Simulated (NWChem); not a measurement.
System: AlHBrCl; SMILES [Cl][AlH][Br]

Input file for NWChem:

```
start job
memory heap 200 mb stack 900 mb global 1100 mb
geometry units angstroms noautosym nocenter noautoz
  Al    -0.766964    -0.619849     0.000000
  H     -2.329133    -0.746319     0.000000
  Cl     0.434334    -2.346708     0.000000
  Br     0.235398     1.403715     0.000000
end
basis spherical
  * library pcsseg-1
end
dft
  xc pbe0
  iterations 150
end
property
  shielding
end
task dft property
```

Excerpt of the output:

```
             Northwest Computational Chemistry Package (NWChem) 7.3.0
             --------------------------------------------------------

                             Geometry "geometry" -> ""
                             -------------------------

 Output coordinates in angstroms (scale by  1.889725989 to convert to a.u.)

  No.       Tag          Charge          X              Y              Z
 ---- ---------------- ---------- -------------- -------------- --------------
    1 Al                  13.0000    -0.76696400    -0.61984900     0.00000000
    2 H                    1.0000    -2.32913300    -0.74631900     0.00000000
    3 Cl                  17.0000     0.43433400    -2.34670800     0.00000000
    4 Br                  35.0000     0.23539800     1.40371500     0.00000000

 Effective nuclear repulsion energy (a.u.)     258.7924144537

                              NWChem Property Module
                              ----------------------

  itol2e modified to match energy
  convergence criterion.

                                 NWChem DFT Module
                                 -----------------

 Summary of "ao basis" -> "ao basis" (spherical)
 ------------------------------------------------------------------------------
       Tag                 Description            Shells   Functions and Types
 ---------------- ------------------------------  ------  ---------------------
 Al                         pcsseg-1                10       24   4s5p1d
 H                          pcsseg-1                 3        5   2s1p
 Cl                         pcsseg-1                10       24   4s5p1d
 Br                         pcsseg-1                15       41   5s7p3d

  itol2e modified to match energy
  convergence criterion.

            General Information
            -------------------
          SCF calculation type: DFT
          Wavefunction type:  closed shell.
          No. of atoms     :     4
          No. of electrons :    66
           Alpha electrons :    33
            Beta electrons :    33
          Charge           :     0
          Spin multiplicity:     1
          Use of symmetry is: off; symmetry adaption is: off
          Maximum number of iterations: 150
          AO basis - number of functions:    94
                     number of shells:    38
          Convergence on energy requested:  1.00D-07
          Convergence on density requested:  1.00D-05
          Convergence on gradient requested:  5.00D-04

[...]

          -----------------------------------------
          Chemical Shielding Tensors (GIAO, in ppm)
          -----------------------------------------

                                NWChem CPHF Module
                                ------------------

  scftype          =     RHF
  nclosed          =       33
  nopen            =        0
  variables        =     2013
  # of vectors     =        3
  tolerance        = 0.10D-03
  level shift      = 0.00D+00
  max iterations   =       50
  max subspace     =       30

 SCF residual:    4.9304502528192608E-004

Iterative solution of linear equations
  No. of variables     2013
  No. of equations        3
  Maximum subspace       30
        Iterations       50
       Convergence  1.0D-04

   iter   nsub   residual    time
   ----  ------  --------  ---------
     1      3    4.18D-01      51.6
     2      6    1.04D-02      61.4
     3      9    9.13D-04      71.4
     4     12    4.92D-05      81.7

      Atom:    1  Al
        Diamagnetic
    790.6272      0.4907      0.0000
      0.4907    800.9673      0.0000
      0.0000      0.0000    792.1967

        Paramagnetic
   -400.5705     18.4113     -0.0000
     18.4113   -437.7375      0.0000
     -0.0000      0.0000   -442.2966

        Total Shielding Tensor
    390.0567     18.9020     -0.0000
     18.9020    363.2298      0.0000
     -0.0000      0.0000    349.9001

           isotropic =     367.7289
          anisotropy =      48.1382

          Principal Components and Axis System
                 1           2           3
              399.8210    353.4655    349.9001

      1         0.8885     -0.4590      0.0000
      2         0.4590      0.8885     -0.0000
      3        -0.0000      0.0000      1.0000

      Atom:    2  H
        Diamagnetic
     36.0766      1.5625     -0.0000
      1.5625     24.1036      0.0000
     -0.0000      0.0000     21.7553

        Paramagnetic
     -3.5114     -0.1642      0.0000
     -0.1642      0.2833      0.0000
      0.0000      0.0000     -0.0353

        Total Shielding Tensor
     32.5652      1.3984      0.0000
      1.3984     24.3870      0.0000
      0.0000      0.0000     21.7200

           isotropic =      26.2241
          anisotropy =       9.8604

          Principal Components and Axis System
                 1           2           3
               32.7977     24.1545     21.7200

      1         0.9865     -0.1640     -0.0000
      2         0.1640      0.9865     -0.0000
      3         0.0000      0.0000      1.0000

      Atom:    3  Cl
        Diamagnetic
   1147.1731     -2.8158     -0.0000
     -2.8158   1152.4373      0.0000
     -0.0000      0.0000   1145.7859

        Paramagnetic
   -335.8633   -153.5626     -0.0000
   -153.5626   -276.6098     -0.0000
     -0.0000     -0.0000   -266.1367

        Total Shielding Tensor
    811.3098   -156.3784     -0.0000
   -156.3784    875.8275     -0.0000
     -0.0000     -0.0000    879.6492

           isotropic =     855.5955
          anisotropy =     221.4663

          Principal Components and Axis System
                 1           2           3
             1003.2397    879.6492    683.8976

      1        -0.6317     -0.0000      0.7753
      2         0.7753     -0.0000      0.6317
      3        -0.0000      1.0000      0.0000

      Atom:    4  Br
        Diamagnetic
   3122.8027      2.7998     -0.0000
      2.7998   3129.1706      0.0000
     -0.0000      0.0000   3121.7375

        Paramagnetic
   -757.6307    330.3610     -0.0000
    330.3610   -477.5366      0.0000
     -0.0000      0.0000   -598.3920

[...]
```

Level: PBE0/pcSseg-1, GIAO. All runs use the structure optimised with B3LYP/6-31G* (spherical d). The printed shielding anisotropy is the first printed principal value minus the mean of the other two.
